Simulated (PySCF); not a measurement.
# Se¹⁵⁺: fine-structure interval

Se¹⁵⁺ [Ar] 3d1 [3d3/2^1, M_J = 3/2] → Se¹⁵⁺ [Ar] 3d1 [3d5/2^1, M_J = 5/2], as a difference of total energies. Computed with PySCF 2.14 in an even-tempered Gaussian basis (17 s from 1.3 bohr⁻², ratio 2.8; 12 p from 1.7 bohr⁻², ratio 2.8; 8 d from 1.7 bohr⁻², ratio 2.8; 4 f from 5.1 bohr⁻², ratio 3), with the two-component X2C-1e Hamiltonian. Correlated levels: [Ne] frozen; the 76 highest virtual spinors dropped. "Screened" scales the spin-orbit matrix elements by Boettger's factors to mimic the two-electron term; Breit and QED terms are absent.

```tsv
method	fine-structure interval (cm⁻¹)
GHF (screened spin-orbit)	11434
GMP2 (screened spin-orbit)	11209
GHF (bare spin-orbit)	16163
```
